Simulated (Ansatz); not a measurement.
Calculated with Ansatz (gas phase, PBE0-D4/def2-TZVP geometries, no zero-point term in ΔE). CBS: MP2 limit from def2 TZ/QZ plus the TZ coupled-cluster correction, frozen cores. This one scheme is used for every species. DFT in def2-TZVPP. B3LYP here is the variant with VWN-RPA as its local correlation; programs differ in this. Each species was taken in one conformer, which may not be the lowest.

Reaction (formal exchange of groups at a C–C bond): `CCCCCC=O` + `CCCCCS` → `CCCCCCCCCCS` + `C=O`

Q: Is it downhill or uphill in electronic energy at CCSD(T)/CBS, and by how much? (Estimate.)

A: Ansatz gave: Uphill: ΔE = +38.1 kJ/mol.

Q: What do these levels give: PBE-D4, B97M-V, B3LYP-D4, BLYP, PBE0, r2SCANh, CAM-B3LYP, RPA@PBE/def2-TZVPP, HF/def2-TZVPP, MP2/def2-TZVPP, CCSD(T)/def2-TZVPP, MP2/CBS(def2)? (Best estimate.)

A: Computed: PBE-D4 46.7, B97M-V 46.7, B3LYP-D4 44.4, BLYP 50.0, PBE0 48.2, r2SCANh 49.7, CAM-B3LYP 47.7, RPA@PBE/def2-TZVPP 32.7, HF/def2-TZVPP 45.9, MP2/def2-TZVPP 39.2, CCSD(T)/def2-TZVPP 38.1, MP2/CBS(def2) 39.1 kJ/mol.

Largest T1 diagnostic among the species: 0.015.

In def2-TZVPP, CCSD(T) changes the Hartree–Fock value by −7.8 kJ/mol (the triples alone add −0.3 kJ/mol) and MP2 by −6.7 kJ/mol. Leaving LDA and LC-ωPBE aside and taking each functional with its dispersion term where it has one, the values, not all of them listed here, spread over 6.0 kJ/mol, from ωB97M-V to r2SCAN-D4.
